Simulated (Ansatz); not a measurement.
Geometry optimisation, RKS PBE-D4/def2-SVP (Ansatz).

Input:

```yaml
crystal:
  periodic: [false, false, false]
  atoms:
    - { symbol: C, position_ang: [-0.34224, 0.79636, -0.21801] }
    - { symbol: Si, position_ang: [0.36812, -0.84478, 0.2353] }
    - { symbol: F, position_ang: [1.02478, -1.90554, -0.69598] }
    - { symbol: F, position_ang: [0.4574, -1.50433, 1.64298] }
    - { symbol: H, position_ang: [-0.26249, 0.98905, -1.29655] }
    - { symbol: H, position_ang: [0.16874, 1.61397, 0.3079] }
    - { symbol: H, position_ang: [-1.41186, 0.85646, 0.02487] }
total_charge: 1
basis:
  gaussian: { orbitals: def2-SVP }
hamiltonian:
  xc: pbe
  dispersion: d4
relax:
  f_tol: 0.015
  max_steps: 40
```

Run as:

```bash
$ ansatz run input.yaml --threads 1 --pin off --max-ram 2048MiB --backend cpu --events-out ev --progress --plain --runs-dir out
```

Question: Where does it end, and by what steps?

Answer: It converged. Limits of this set-up: the dipole of an ion depends on the origin. After 5 steps the energy has fallen by 0.171 eV; F4 moved furthest, 0.16 Å.

```
step  energy less start (eV)  largest force component (eV/Å)  accepted
   0                  0.0000                           1.432       yes
   1                 -0.1106                           0.775       yes
   2                 -0.1616                           0.532       yes
   3                 -0.1434                           1.186        no
   4                 -0.1705                           0.072       yes
   5                 -0.1709                           0.012       yes
```

```xyz
7
Properties=species:S:1:pos:R:3
C -0.332 0.772 -0.229
Si 0.367 -0.840 0.224
F 1.007 -1.847 -0.813
F 0.393 -1.377 1.711
H -0.224 0.944 -1.319
H 0.196 1.560 0.356
H -1.405 0.788 0.070
```

Whether the end is a true minimum wasn't checked by a vibrational analysis.

Time of the run: 13 s on 1 thread of Arm Neoverse V1, on a shared host, peak memory 0.14 GiB.
